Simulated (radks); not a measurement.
Question: Valence configurations of Sm I (all share [Xe]). Calculated with a radial shooting solver on a logarithmic mesh with Libxc functionals: scalar-relativistic Kohn-Sham, PBE, spin-unpolarised, spherical densities, finite nucleus; Fermi nuclear charge, rms radius 5.0819 fm. Order these by energy: 4f8; 4f4.5 5d0.5 6s1.5 6p1.5; 4f4 5d0.5 6s1.5 6p2; 4f6 6s2; 4f5 6s2 6p1; 4f5 5d0.5 6s1.5 6p1; 4f5 5d1 6s2; 4f4 5d2 6s2; 4f4 6s2 6p2.

Answer: From the lowest, in eV above it: 4f6 6s2 0.000; 4f5 5d1 6s2 2.952; 4f5 6s2 6p1 4.972; 4f5 5d0.5 6s1.5 6p1 5.258; 4f8 6.782; 4f4.5 5d0.5 6s1.5 6p1.5 10.411; 4f4 5d2 6s2 10.825; 4f4 5d0.5 6s1.5 6p2 17.846; 4f4 6s2 6p2 18.534. NIST lists [Xe] 4f6 6s2 as the ground configuration; this level of theory agrees among the configurations tried. The energies are those of spherical spin-averaged densities, not of single terms. No valid solution was reached for [Xe] 4f7 6s1.
